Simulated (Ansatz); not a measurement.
Input for Ansatz (a first-principles code): U-CCSD(T)/def2-SVPD on H2MgSe (SMILES [MgH][SeH]), a point of a bond scan (R = 2.956 Å). The run froze 19 orbitals, filled d shells among them.

Ansatz 0.2 input:
```yaml
crystal:
  periodic: [false, false, false]
  atoms:
    - {symbol: Mg, position_ang: [-0.90984848, -0.79864408, -1.24961770]}
    - {symbol: H, position_ang: [-2.45440035, -2.16170300, -3.36943650]}
    - {symbol: Se, position_ang: [0.35584908, 0.35573886, 0.47966970]}
    - {symbol: H, position_ang: [0.61176270, -0.93385745, 1.14758534]}
basis:
  gaussian:
    orbitals: def2-SVPD
correlation: {method: ccsd_t, electrons: outside_noble_gas}
scf: {omitted_lower_state_checks: [cluster_reference]}
magnetization: {spin_polarized: true, initial_magnetization: 0}
```

The log:

```
WARN ansatz: RAYON_NUM_THREADS=1 ignored (pool sized by the plan → 1); use --threads N
Functional definition: HF
these checks for a lower state are left out or cut short: cluster_reference
integrals: 0.09 GiB planned
704 factors; integrals over basis functions are off by at most 1.1e-3 eV
mean field: 0.31 GiB planned
mean field evaluation 1: about -70753.7221 eV, gradient 8.9e0 eV
mean field evaluation 2: about -70753.7315 eV, gradient 8.9e0 eV
mean field evaluation 4: about -70754.7426 eV, gradient 1.3e0 eV
mean field evaluation 8: about -70754.7691 eV, gradient 4.4e-4 eV
mean field evaluation 16: about -70755.3791 eV, gradient 9.6e-2 eV
mean field evaluation 32: about -70749.9594 eV, gradient 1.3e1 eV
mean field -70755.37941592 eV, -2600.2122338162 hartree, gradient 2.7e-6 eV, S^2 0.739609; 3 other end points of the search recorded, 0 dependent functions left out
19 core orbitals not correlated
reference -70755.37941592 eV, -2600.2122338162 hartree; 5, 5 occupied and 54, 54 virtual orbitals, 704 factors
second order -3.98753350 eV of doubles, -0.00000000 eV of singles
coupled cluster: 0.20 GiB planned
cycle   1  -4.39457698 eV  change   -4.1e-1 eV  update   6.8e-2
cycle   2  -4.57651207 eV  change   -1.8e-1 eV  update   4.1e-2
cycle   3  -4.64252373 eV  change   -6.6e-2 eV  update   3.3e-2
cycle   4  -4.71894631 eV  change   -7.6e-2 eV  update   2.9e-2
cycle   5  -4.81868931 eV  change   -1.0e-1 eV  update   2.2e-2
cycle   6  -4.89386193 eV  change   -7.5e-2 eV  update   1.5e-2
cycle   7  -4.95033456 eV  change   -5.6e-2 eV  update   9.4e-3
cycle   8  -4.96917846 eV  change   -1.9e-2 eV  update   4.3e-3
cycle   9  -4.97061193 eV  change   -1.4e-3 eV  update   1.9e-3
cycle  10  -4.97218702 eV  change   -1.6e-3 eV  update   9.0e-4
cycle  11  -4.97295520 eV  change   -7.7e-4 eV  update   3.7e-4
cycle  12  -4.97277185 eV  change    1.8e-4 eV  update   1.3e-4
cycle  13  -4.97285891 eV  change   -8.7e-5 eV  update   6.3e-5
cycle  14  -4.97283008 eV  change    2.9e-5 eV  update   2.9e-5
cycle  15  -4.97281639 eV  change    1.4e-5 eV  update   1.2e-5
cycle  16  -4.97281778 eV  change   -1.4e-6 eV  update   6.2e-6
coupled cluster: 0.20 GiB planned
perturbative correction -0.18012738 eV, -0.0066195590 hartree
Total energy: -70760.53236107 eV, -2600.4016010577 hartree
Checks for a lower state left out: cluster_reference
```

The calculation finished and met its thresholds. Its determinant has ⟨S²⟩ = 0.74, a mixture of spin states.

Cost: very roughly 7 core-seconds.
